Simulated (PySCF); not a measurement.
**Radial density of V (vanadium, neutral)**

UHF, [Ar] 3d3 4s2, high-spin 4F determinant. Computed with PySCF 2.14 in aug-cc-pVDZ (7s6p4d2f, 59 functions), with no relativity, point nucleus.

```csv
r (bohr),4πr²ρ (e/bohr),4πr²(ρα − ρβ)
0.00118,0.1361,0.0000
0.00199,0.3710,0.0000
0.00335,0.9864,0.0001
0.00563,2.513,0.0002
0.00947,5.961,0.0004
0.0159,12.55,0.0008
0.0268,21.68,0.0013
0.0450,27.30,0.0012
0.0758,23.12,0.0010
0.127,21.92,0.0151
0.214,29.70,0.1218
0.361,16.86,0.6116
0.607,9.573,1.7111
1.02,10.37,2.1132
1.72,2.756,1.0755
2.89,0.8574,0.2128
4.85,0.2919,-0.0201
8.17,0.01693,-0.0051
13.7,4.762e-05,0.0000
```

(1) Where is the radial spin density 4πr²(ρα − ρβ) most negative, and why is it negative at all?

Results:

(1) Around r = 4.85 bohr, down to -0.0201 e/bohr: exchange with the open shell polarises the paired shells in an unrestricted calculation.
